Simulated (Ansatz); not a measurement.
`C=C[SiH](N)Cl` → `C=CCl` + `N[SiH]` at 298.15 K and 1 bar (silylene formation by 1,1-elimination).

Gas-phase electronic energies from Ansatz, PBE0-D4/def2-TZVP geometries. CCSD(T)/CBS adds triple-zeta CCSD(T) − MP2 to the extrapolated MP2 energy (def2 sets, frozen cores). This one scheme is used for every species. One conformer a species, not always the lowest.

```csv
species,CCSD(T)/CBS energy (Eh),H − E (kJ/mol),S (J/(mol·K))
`C=C[SiH](N)Cl`,-883.34911,231.0,349.0
`C=CCl`,-537.65823,124.1,263.4
`N[SiH]`,-345.56329,99.2,245.4
```

H − E and S are ideal-gas, rigid-rotor, harmonic terms from PBE0-D4/def2-TZVP, for one conformer and one mirror image of each species. 1 Eh = 2625.50 kJ/mol, R = 8.31446 J/(mol·K).

Problem. By hand: ΔE, ΔH, ΔS and ΔG.

Solution. ΔE = (-537.65823) + (-345.56329) − (-883.34911) = 0.12759 Eh = 335.0 kJ/mol. Δ(H − E) = 124.1 + 99.2 − 231.0 = -7.7, so ΔH = 327.3 kJ/mol. ΔS = 263.4 + 245.4 − 349.0 = 159.8 J/(mol·K). ΔG = 327.3 − 298.15 × (159.8)/1000 = 279.7 kJ/mol.

Problem. By hand: the equilibrium constant, and the temperature at which ΔG would vanish if ΔH and ΔS stayed fixed.

Solution. log₁₀ K = −ΔG/(RT ln 10) = -49.0. ΔG = 0 at ΔH/ΔS = 2048 K.

The number of gas molecules changes by +1, which sets the sign of ΔS. A doubt of 5 kJ/mol in ΔE shifts log₁₀ K by 0.9 here. Other conformers and mirror images would add mixing entropy, several J/(mol·K) or more a flexible species. These are equilibria of isolated gas molecules and say nothing of rates. Largest T1 diagnostic: 0.015 (customary marks: 0.02 for closed shells, 0.045 for open ones).
